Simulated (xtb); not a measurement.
ClIn, charge +1, doublet, from a rough starting geometry (GFN-xTB shapes and energies of metal compounds can be far from the true ones) (a state made from the parent by changing its charge; the spin is typed, not shown lowest); GFN2-xTB (xtb).

Input for xtb:
```
$ xtb mol.xyz --gfn 2 --chrg 1 --uhf 1 --opt vtight --json

# file mol.xyz
2

In    -0.74209780    -0.69008022    -0.69955157
Cl     0.71119756     0.66551065     0.68775618
```

Problem. Predict the main parts of the log of this xtb run.

Solution. 
```
   ID    Z sym.   atoms
    1   49 In     1
    2   17 Cl     2

           -------------------------------------------------
          |                Calculation Setup                |
           -------------------------------------------------

           -------------------------------------------------
          |                 G F N 2 - x T B                 |
           -------------------------------------------------

          ...................................................
          :                      SETUP                      :
          :.................................................:
          :  # basis functions                  20          :
          :  # atomic orbitals                  18          :
          :  # shells                            6          :
          :  # electrons                         9          :
          :  max. iterations                   250          :
          :  Hamiltonian                  GFN2-xTB          :
          :  restarted?                      false          :
          :  GBSA solvation                  false          :
          :  PC potential                    false          :
          :  electronic temp.          300.0000000     K    :
          :  accuracy                    1.0000000          :
          :  -> integral cutoff          0.2500000E+02      :
          :  -> integral neglect         0.1000000E-07      :
          :  -> SCF convergence          0.1000000E-05 Eh   :
          :  -> wf. convergence          0.1000000E-03 e    :
          :  Broyden damping             0.4000000          :
          :  net charge                          1          :
          :  unpaired electrons                  1          :
          ...................................................

 iter      E             dE          RMSdq      gap      omega  full diag
   1     -5.3129686 -0.531297E+01  0.307E+01    6.05       0.0  T
   2     -5.3449851 -0.320165E-01  0.963E+00    7.26       1.0  T
   3     -5.3471094 -0.212424E-02  0.318E+00    7.20       1.0  T
   4     -5.3475944 -0.484981E-03  0.134E+00    6.77       1.0  T
   5     -5.3476393 -0.449161E-04  0.516E-01    6.75       1.0  T
   6     -5.3476984 -0.591055E-04  0.231E-01    6.77       1.0  T
   7     -5.3477288 -0.304171E-04  0.958E-02    6.74       1.0  T
   8     -5.3477364 -0.761127E-05  0.289E-02    6.76       2.4  T
   9     -5.3477364 -0.972696E-08  0.196E-03    6.76      36.2  T
  10     -5.3477364  0.125219E-08  0.255E-03    6.76      27.8  T
  11     -5.3477364 -0.135888E-08  0.864E-05    6.76     818.8  T
  12     -5.3477364 -0.516032E-12  0.303E-05    6.76    2336.0  T

   *** convergence criteria satisfied after 12 iterations ***

         :::::::::::::::::::::::::::::::::::::::::::::::::::::
         ::                     SUMMARY                     ::
         :::::::::::::::::::::::::::::::::::::::::::::::::::::
         :: total energy              -5.346794942689 Eh    ::
         :: gradient norm              0.006373095450 Eh/a0 ::
         :: HOMO-LUMO gap              6.760339666202 eV    ::
         ::.................................................::
         :: SCC energy                -5.347736416765 Eh    ::
         :: -> isotropic ES            0.118145818220 Eh    ::
         :: -> anisotropic ES         -0.002818007809 Eh    ::
         :: -> anisotropic XC          0.000702033314 Eh    ::
         :: -> dispersion             -0.000797106734 Eh    ::
         :: repulsion energy           0.000941474077 Eh    ::
         :: add. restraining           0.000000000000 Eh    ::
         :: total charge               1.000000000000 e     ::
         :::::::::::::::::::::::::::::::::::::::::::::::::::::

      -----------------------------------------------------------
     |                   =====================                   |
     |                        A N C O P T                        |
     |                   =====================                   |
     |               Approximate Normal Coordinate               |
     |                Rational Function Optimizer                |
      -----------------------------------------------------------
      -----------------------------------------------------------
     |                   =====================                   |
     |                        A N C O P T                        |
     |                   =====================                   |
     |               Approximate Normal Coordinate               |
     |                Rational Function Optimizer                |
      -----------------------------------------------------------

          ...................................................
          :                      SETUP                      :
          :.................................................:
          :   optimization level         verytight          :
          :   max. optcycles                   200          :
          :   ANC micro-cycles                  20          :
          :   degrees of freedom                 1          :
          :.................................................:
          :   RF solver                   davidson          :
          :   write xtbopt.log                true          :
          :   linear (good luck)              true          :
          :   energy convergence         0.1000000E-06 Eh   :
          :   grad. convergence          0.2000000E-03 Eh/α :
          :   maxmium RF displ.          1.0000000          :
          :   Hlow (freq-cutoff)         0.1000000E-01      :
          :   Hmax (freq-cutoff)         5.0000000          :
          :   S6 in model hess.         20.0000000          :
          ...................................................

generating ANC from exact Hessian ...
Using Lindh-Hessian (1995)
 Shifting diagonal of input Hessian by    0.0000000000000000
 Lowest  eigenvalues of input Hessian
[...]
 * total energy  :    -5.3467949 Eh     change       -0.2131628E-12 Eh
 * total energy  :    -5.3471084 Eh     change       -0.3135034E-03 Eh
 * total energy  :    -5.3471122 Eh     change       -0.3789002E-05 Eh
 * total energy  :    -5.3471122 Eh     change       -0.1063772E-07 Eh
   *** GEOMETRY OPTIMIZATION CONVERGED AFTER 4 ITERATIONS ***
[...]
          :  # atomic orbitals                  18          :
          :  # shells                            6          :
          :  # electrons                         9          :
          :  max. iterations                   250          :
          :  Hamiltonian                  GFN2-xTB          :
          :  restarted?                      false          :
          :  GBSA solvation                  false          :
          :  PC potential                    false          :
          :  electronic temp.          300.0000000     K    :
          :  accuracy                    1.0000000          :
          :  -> integral cutoff          0.2500000E+02      :
          :  -> integral neglect         0.1000000E-07      :
          :  -> SCF convergence          0.1000000E-05 Eh   :
          :  -> wf. convergence          0.1000000E-03 e    :
          :  Broyden damping             0.4000000          :
          :  net charge                          1          :
          :  unpaired electrons                  1          :
          ...................................................

 iter      E             dE          RMSdq      gap      omega  full diag
   1     -5.3475776 -0.534758E+01  0.366E-05    6.73       0.0  T
   2     -5.3475776 -0.221156E-12  0.284E-05    6.73    2489.6  T
   3     -5.3475776 -0.407674E-12  0.162E-05    6.73    4370.0  T

   *** convergence criteria satisfied after 3 iterations ***

         :::::::::::::::::::::::::::::::::::::::::::::::::::::
         ::                     SUMMARY                     ::
         :::::::::::::::::::::::::::::::::::::::::::::::::::::
         :: total energy              -5.347112245720 Eh    ::
         :: gradient norm              0.000001726072 Eh/a0 ::
         :: HOMO-LUMO gap              6.727111766784 eV    ::
         ::.................................................::
         :: SCC energy                -5.347577604831 Eh    ::
         :: -> isotropic ES            0.116233717548 Eh    ::
         :: -> anisotropic ES         -0.002941170451 Eh    ::
         :: -> anisotropic XC          0.000472149721 Eh    ::
         :: -> dispersion             -0.000796821317 Eh    ::
         :: repulsion energy           0.000465359111 Eh    ::
         :: add. restraining           0.000000000000 Eh    ::
         :: total charge               1.000000000000 e     ::
         :::::::::::::::::::::::::::::::::::::::::::::::::::::

           -------------------------------------------------
          |                Property Printout                |
           -------------------------------------------------

    * Orbital Energies and Occupations

         #    Occupation            Energy/Eh            Energy/eV
      -------------------------------------------------------------
         1        2.0000           -1.2556110             -34.1669
         2        2.0000           -0.7852179             -21.3669
         3        1.9670           -0.6689484             -18.2030
         4        1.9670           -0.6689484             -18.2030
         5        1.0660           -0.6632217             -18.0472 (HOMO)
         6                         -0.4160049             -11.3201 (LUMO)
         7                         -0.4160049             -11.3201
         8                         -0.3545718              -9.6484
         9                         -0.2712854              -7.3821
        10                         -0.2712854              -7.3821
        11                         -0.2304819              -6.2717
        12                         -0.2304819              -6.2717
        13                         -0.2110571              -5.7432
        14                         -0.2105243              -5.7287
        15                         -0.2105243              -5.7287
        16                         -0.2093397              -5.6964
       ...                                ...                  ...
        18                          0.2248257               6.1178
      -------------------------------------------------------------
                  HL-Gap            0.2472168 Eh            6.7271 eV
             Fermi-level           -0.6026763 Eh          -16.3997 eV

     #   Z          covCN         q      C6AA      α(0)
     1  49 In       0.764     0.771   490.311    58.116
     2  17 Cl       0.764     0.229    92.428    14.706

 Mol. C6AA /au·bohr⁶  :        965.723530
 Mol. C8AA /au·bohr⁸  :     106444.446365
 Mol. α(0) /au        :         72.822073

Wiberg/Mayer (AO) data.
largest (>0.10) Wiberg bond orders for each atom

 ---------------------------------------------------------------------------
     #   Z sym  total        # sym  WBO       # sym  WBO       # sym  WBO
 ---------------------------------------------------------------------------
     1  49 In   0.800 --     2 Cl   0.800
     2  17 Cl   0.800 --     1 In   0.800
 ---------------------------------------------------------------------------

Topologies differ in total number of bonds
Writing topology from bond orders to xtbtopo.mol

molecular dipole:
                 x           y           z       tot (Debye)
 q only:       -0.800      -0.743      -0.747
   full:       -0.862      -0.800      -0.807       3.626
molecular quadrupole (traceless):
                xx          xy          yy          xz          yz          zz
 q only:        0.242       2.888      -0.170       2.941       2.739      -0.071
  q+dip:        0.363       4.426      -0.264       4.513       4.205      -0.099
   full:        0.271       3.243      -0.191       3.303       3.076      -0.079

optimized geometry written to: xtbopt.xyz

           -------------------------------------------------
          | TOTAL ENERGY               -5.347112245720 Eh   |
          | GRADIENT NORM               0.000001726072 Eh/α |
          | HOMO-LUMO GAP               6.727111766784 eV   |
           -------------------------------------------------
```
